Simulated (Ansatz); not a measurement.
Total energies of C₂H₅AlBCl, SMILES `C[B]1[CH2][Al]1[Cl]`.

```xyz
10

C     0.321    0.356    1.701
B     0.115   -0.069    0.220
C    -0.609    0.463   -0.935
Al    0.486   -1.357   -1.234
Cl    0.451   -2.245   -3.137
H    -0.205    1.291    1.921
H    -0.047   -0.406    2.392
H     1.379    0.506    1.932
H    -0.698    0.078   -1.968
H    -1.194    1.384   -0.892
```

Charge 0, multiplicity 1. All single points use the PBE0-D4/def2-TZVP geometry. Basis def2-TZVPP, Ansatz 0.2.0.

RPA on PBE orbitals: Hartree–Fock energy of these orbitals -804.76687 Eh, correlation -1.20095 Eh (frozen core).

```tsv
functional	energy without D4 (Eh)	D4 term (kJ/mol)
r2SCAN0	-806.64545	-5.8
CAM-B3LYP	-806.73247	-17.3
```

Give the same for LDA (SPW92), PBE, revPBE, BLYP, r2SCAN, B97M-V, PBE0, B3LYP, r2SCANh, HSE06 (plane-wave form), BHLYP, LC-ωPBE, ωB97X-V, ωB97M-V, B2PLYP, PBE-QIDH. (Estimate.)

Computed: 
```
             functional  energy without D4 (Eh)  D4 term (kJ/mol)
            LDA (SPW92)              -803.21909                 –
                    PBE              -806.30970             -19.7
                 revPBE              -806.61953             -56.4
                   BLYP              -806.72875             -42.7
                 r2SCAN              -806.66330              -4.8
                 B97M-V              -806.62632                 –
                   PBE0              -806.38573             -16.8
                  B3LYP              -806.82995             -32.0
                r2SCANh              -806.65577              -5.2
HSE06 (plane-wave form)              -806.36543             -15.8
                  BHLYP              -806.71804             -26.0
                LC-ωPBE              -806.49131                 –
                ωB97X-V              -806.64233                 –
                ωB97M-V              -806.69042                 –
                 B2PLYP              -806.43552                 –
               PBE-QIDH              -806.19450                 –
```

B3LYP takes the VWN-RPA correlation (the form of Gaussian; ORCA's B3LYP/G). HSE06 is the plane-wave form, built on full-range PBE exchange. The double hybrids freeze the cores in their second-order part.

LC-ωPBE has ω = 0.4 bohr⁻¹.
